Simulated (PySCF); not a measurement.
Input of a run on `COB(O)OC1CC1`: the job's settings, then the atoms in Å.
```
{"job": {"kind": "nmr", "xc": "PBE0", "basis": "pcSseg-1", "solvent": "chloroform", "pop": false}, "charge": 0, "multiplicity": 1}
C      2.335661     0.861627     0.647965
O      1.056632     0.381352     0.326582
B      0.860502    -0.754878    -0.394236
O      1.925465    -1.474654    -0.854483
O     -0.393760    -1.208654    -0.673173
C     -1.616557    -0.660672    -0.306714
C     -1.865314     0.002435     1.009536
C     -1.883342     0.808710    -0.267089
H      2.394574     1.039562     1.733324
H      2.514228     1.820893     0.135602
H      3.126170     0.153461     0.358032
H      1.625715    -2.254485    -1.331382
H     -2.422175    -1.292405    -0.691925
H     -1.004896     0.160292     1.662695
H     -2.806797    -0.213401     1.522281
H     -1.030555     1.472639    -0.422167
H     -2.835280     1.172609    -0.663373
```

Method: GIAO PBE0/pcSseg-1 NMR shielding, non-relativistic, IEF-PCM chloroform (PySCF, density fitting); geometry PBE0-D3(BJ)/def2-SVP, gas phase, not relaxed in the solvent; ε = 4.711, cavity from Bondi-type radii × 1.2.

Question: Give the output.

Answer: 
```
coarse grid: 14272 points
cycle   1  E = -407.7452282332  dE =  1.260e+00  |g| = 9.214e-01  |ddm| = 3.485e+00
cycle   2  E = -407.6488187454  dE =  9.641e-02  |g| = 1.199e+00  |ddm| = 1.235e+00
cycle   3  E = -407.8950820752  dE = -2.463e-01  |g| = 6.471e-02  |ddm| = 7.346e-01
cycle   4  E = -407.8957051776  dE = -6.231e-04  |g| = 3.251e-02  |ddm| = 5.662e-02
cycle   5  E = -407.8959339878  dE = -2.288e-04  |g| = 6.267e-03  |ddm| = 2.470e-02
cycle   6  E = -407.8959395849  dE = -5.597e-06  |g| = 2.932e-03  |ddm| = 4.698e-03
final grid: 138016 points
cycle   7  E = -407.9715788949  dE = -4.110e-05  |g| = 1.154e-02  |ddm| = 2.517e-02
cycle   8  E = -407.9715569159  dE =  2.198e-05  |g| = 1.623e-02  |ddm| = 1.499e-02
cycle   9  E = -407.9716027302  dE = -4.581e-05  |g| = 9.490e-04  |ddm| = 8.831e-03
cycle  10  E = -407.9716029094  dE = -1.792e-07  |g| = 2.497e-04  |ddm| = 7.800e-04
cycle  11  E = -407.9716029197  dE = -1.029e-08  |g| = 8.929e-05  |ddm| = 1.981e-04
cycle  12  E = -407.9716029211  dE = -1.390e-09  |g| = 1.798e-05  |ddm| = 6.163e-05
cycle  13  E = -407.9716029211  dE = -5.775e-11  |g| = 4.325e-06  |ddm| = 1.308e-05
converged SCF energy = -407.9716029211

GIAO shielding tensors (ppm)
atom      isotropic    diamagn.    paramagn.     s11        s22        s33       span
  0 C      132.831     240.152    -107.321    103.104    110.653    184.737     81.633
  1 O      273.214     400.164    -126.949    169.561    311.271    338.811    169.250
  2 B       84.306     199.710    -115.404     81.167     83.680     88.071      6.904
  3 O      250.241     388.674    -138.433    175.067    283.558    292.098    117.031
  4 O      256.456     396.422    -139.966    175.332    288.041    305.995    130.662
  5 C      134.034     242.088    -108.055     86.947    107.491    207.663    120.716
  6 C      178.707     255.068     -76.361    152.302    170.435    213.383     61.080
  7 C      178.588     254.638     -76.050    152.203    170.282    213.279     61.076
  8 H       27.790      27.430       0.359     23.283     25.613     34.473     11.190
  9 H       27.780      27.453       0.327     23.365     25.397     34.578     11.212
 10 H       27.200      27.377      -0.177     22.289     26.586     32.726     10.437
 11 H       27.948      31.565      -3.617     20.864     24.695     38.285     17.421
 12 H       27.934      29.673      -1.739     20.971     27.196     35.634     14.663
 13 H       29.924      32.582      -2.658     23.292     29.311     37.170     13.878
 14 H       30.856      29.998       0.858     25.090     26.262     41.217     16.127
 15 H       29.943      32.635      -2.692     23.282     29.387     37.159     13.877
 16 H       30.830      30.054       0.776     25.072     26.242     41.177     16.105
```

The cycles run first on a coarse grid and then on the final one, and are numbered through; the first dE on the final grid is taken against the last density's energy on that grid. Atoms in this output count from 0. Energies include the polarisation term of the continuum.

Question: The same input without solvent ends at -407.966039 Eh. What does the continuum change?

Answer: The energy falls by 0.005564 Eh, 14.61 kJ/mol; the polarisation term alone is -15.36 kJ/mol. HOMO -7.31 → -7.37 eV, LUMO 1.52 → 1.63 eV, dipole 0.07 → 0.13 D. The SCF took 13 cycles in the solvent and 14 in the gas phase.

Time: 21 s wall; peak memory 1.1 GiB. Hardware: an Arm Neoverse V1 with one thread, shared host with 32 logical CPUs at a one-minute load of 11. This is the whole shielding run at PBE0/pcSseg-1 in chloroform, SCF included.

The values belong to the conformer `[CH3:1][O:2][B:3]([OH:4])[O:5][CH:6]1[CH2:7][CH2:8]1`: C1–O2–B3–O4 -1°, O2–B3–O5–C6 0°, B3–O5–C6–C7 -37°, H–O4–B3–O2 179°.
